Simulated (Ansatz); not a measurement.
Program: Ansatz. Geometries: PBE0-D4/def2-TZVP. ΔE: electronic, gas phase. CCSD(T)/CBS is the MP2 limit (def2-TZVPP, def2-QZVPP) plus CCSD(T) − MP2 in def2-TZVPP, frozen cores. Elements past krypton have def2 core potentials. For Sn outer-core shells are correlated without core-valence functions, which leaves a few kJ/mol of doubt a bond. Each species was taken in one conformer, which may not be the lowest.

Reaction (redistribution): `O[CH2][SnH3]` + `CCCO[SiH3]` → `CC[CH2][SnH3]` + `OCO[SiH3]`

`O[CH2][SnH3]`:

```xyz
9

O     0.782    1.602   -0.577
C     0.622    0.657    0.463
Sn   -0.818   -0.895   -0.033
H     1.159    1.161   -1.341
H     0.249    1.206    1.328
H     1.574    0.197    0.753
H    -0.407   -1.478   -1.591
H    -0.760   -2.192    1.081
H    -2.400   -0.258   -0.082
```

`CCCO[SiH3]`:

Cartesian coordinates in Å:
```
C 1.967 1.272 -0.607
C 0.589 1.176 0.024
C 0.020 -0.220 -0.069
O -1.260 -0.255 0.529
Si -2.158 -1.627 0.608
H 2.678 0.601 -0.116
H 2.365 2.286 -0.533
H 1.939 1.005 -1.667
H -0.105 1.867 -0.465
H 0.629 1.466 1.078
H 0.692 -0.931 0.435
H -0.047 -0.527 -1.122
H -3.420 -1.267 1.294
H -2.446 -2.155 -0.756
H -1.443 -2.691 1.368
```

`CC[CH2][SnH3]`:

Z-matrix (Å, degrees):
```
C
C 1 1.521
H 1 1.093 2 111.5
H 1 1.094 2 111.0 3 120.2
H 1 1.094 2 111.0 3 -120.2
C 2 1.522 1 112.7 3 180.0
H 2 1.096 1 109.2 3 -57.7
H 2 1.096 1 109.3 3 57.6
Sn 6 2.149 2 113.4 1 179.8
H 6 1.094 2 110.7 1 58.9
H 6 1.094 2 110.7 1 -59.2
H 9 1.711 6 109.8 2 59.9
H 9 1.711 6 109.7 2 -59.2
H 9 1.710 6 111.1 2 -179.6
```

`OCO[SiH3]`:

Z-matrix (Å, degrees):
```
C
O 1 1.405
O 1 1.381 2 110.1
H 1 1.095 2 110.7 3 -117.0
H 1 1.101 2 108.9 3 122.7
Si 2 1.645 1 124.2 3 174.7
H 3 0.962 1 108.3 2 61.2
H 6 1.490 2 110.9 1 60.8
H 6 1.480 2 106.4 1 -179.3
H 6 1.489 2 110.7 1 -59.2
```

| species | CCSD/def2-TZVPP energy (Eh) |
| --- | --- |
| `O[CH2][SnH3]` | -330.35702 |
| `CCCO[SiH3]` | -484.29405 |
| `CC[CH2][SnH3]` | -333.71608 |
| `OCO[SiH3]` | -480.95118 |

Work out ΔE.

ΔE = (-333.71608) + (-480.95118) − (-330.35702) − (-484.29405) = -0.01619 Eh = -10.2 kcal/mol. CCSD(T)/CBS gives -9.9 kcal/mol.

Largest T1 diagnostic among the species: 0.012.

From PBE to PBE0 (25 % exact exchange), in def2-TZVPP and without D4, ΔE moves by −0.8 kcal/mol.
